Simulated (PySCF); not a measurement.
Compound: C4H2F2O2.
Z-matrix (Å and degrees, GFN2-xTB geometry), rows numbered from 1:
```
F 
C   1  1.3291
C   2  1.3270  1  123.57
F   3  1.3292  2  123.57  1     0.00
O   3  1.3759  2  124.19  1   179.97
C   5  1.3881  3  111.76  2    -0.24
C   6  1.3202  5  124.04  3     0.23
O   2  1.3758  1  112.19  3   179.96
H   6  1.0747  5  111.78  3  -179.76
H   7  1.0745  6  124.23  5  -179.99
```

NICS is the negative of the GIAO shielding at a point without a nucleus: at the ring centre (0) and 1 Å above and below it (1); zz is the component along the ring normal. Level: GIAO PBE0/pcSseg-1 (PySCF, non-relativistic, gas phase) on the GFN2-xTB geometry, one conformer.

Ring bond lengths (Å), with Mayer bond orders in brackets: C2–C3 1.327 (1.75), C3–O5 1.376 (0.96), O5–C6 1.388 (0.94), C6–C7 1.320 (1.85), C7–O8 1.388 (0.94), O8–C2 1.376 (0.96).

Problem. Give the NICS values of each ring in ppm.

Solution. 
| ring | type | NICS(0) | NICS(1), two faces | NICS(1)zz, two faces | rms pucker (Å) | centre to ring atoms, mean (Å) |
| --- | --- | --- | --- | --- | --- | --- |
| C2–C3–O5–C6–C7–O8 | 6-membered ring with 2 O; formal bonds 2 double, 4 single | 4.0 | 3.7 / 3.7 | 17.7 / 17.7 | 0.00 | 1.36 |

Problem. What do they say, and how far can they be read as aromaticity?

Solution. 
- C2–C3–O5–C6–C7–O8: mean NICS(1)zz 17.7 ppm, deshielded.

Problem. And the bond-length index? Use HOMA with the parameters of Krygowski (1993).

Solution. 
- C2–C3–O5–C6–C7–O8: HOMA -0.80; the largest term is that of O5–C6, α(R − Ropt)² = 2.39. The geometric and the magnetic index point the same way.

Problem. What are the shieldings of the ring atoms and their hydrogens in the same run (means over atoms taken as equivalent)?

Solution. 
| atoms | environment | σ isotropic (ppm) |
| --- | --- | --- |
| C2 (×2) | vinylic C–F carbon | 36.1 |
| O5 (×2) | cyclic ether oxygen | 224.4 |
| C6 (×2) | vinylic carbon bearing oxygen | 52.7 |
| H9 (×2) | vinylic hydrogen | 26.05 |
